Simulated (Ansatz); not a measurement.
`[Cl][Hf]([Cl])([Cl])[I]` + `F[C@H]1O[C@H]1[SiH3]` → `[F][Hf]([Cl])([Cl])[Cl]` + `[SiH3][C@H]1O[C@@H]1I`  (redistribution)

Computed with Ansatz on PBE0-D4/def2-TZVP structures; ΔE is electronic, products minus reactants. CCSD(T)/CBS is the MP2 limit (def2-TZVPP, def2-QZVPP) plus CCSD(T) − MP2 in def2-TZVPP, frozen cores. DFT in def2-TZVPP. Elements past krypton have def2 core potentials. For Hf, I outer-core shells are correlated without core-valence functions, which leaves a few kJ/mol of doubt a bond.

```json
{"level": "PBE-D4", "ΔE (kcal/mol)": "-10.5", "difference from CCSD(T)/CBS": "-0.9"}
{"level": "r2SCAN-D4", "ΔE (kcal/mol)": "-9.3", "difference from CCSD(T)/CBS": "0.3"}
{"level": "PBE0-D4", "ΔE (kcal/mol)": "-7.7", "difference from CCSD(T)/CBS": "1.9"}
{"level": "B2PLYP", "ΔE (kcal/mol)": "-9.4", "difference from CCSD(T)/CBS": "0.2"}
{"level": "PBE", "ΔE (kcal/mol)": "-10.5", "difference from CCSD(T)/CBS": "-0.9"}
{"level": "MP2/def2-TZVPP", "ΔE (kcal/mol)": "-8.3", "difference from CCSD(T)/CBS": "1.3"}
{"level": "SCS-MP2/def2-TZVPP", "ΔE (kcal/mol)": "-9.1", "difference from CCSD(T)/CBS": "0.5"}
{"level": "CCSD/def2-TZVPP", "ΔE (kcal/mol)": "-8.4", "difference from CCSD(T)/CBS": "1.2"}
{"level": "MP2/def2-QZVPP", "ΔE (kcal/mol)": "-9.0", "difference from CCSD(T)/CBS": "0.6"}
{"level": "CCSD/CBS(def2)", "ΔE (kcal/mol)": "-9.4", "difference from CCSD(T)/CBS": "0.2"}
{"level": "CCSD(T)/CBS", "ΔE (kcal/mol)": "-9.6", "difference from CCSD(T)/CBS": "0"}
```

Largest T1 diagnostic among the species: 0.014.

From PBE to PBE0 (25 % exact exchange), in def2-TZVPP and without D4, ΔE moves by +2.7 kcal/mol. In def2-TZVPP, CCSD(T) changes the Hartree–Fock value by −4.4 kcal/mol (the triples alone add −0.2 kcal/mol) and MP2 by −4.1 kcal/mol.
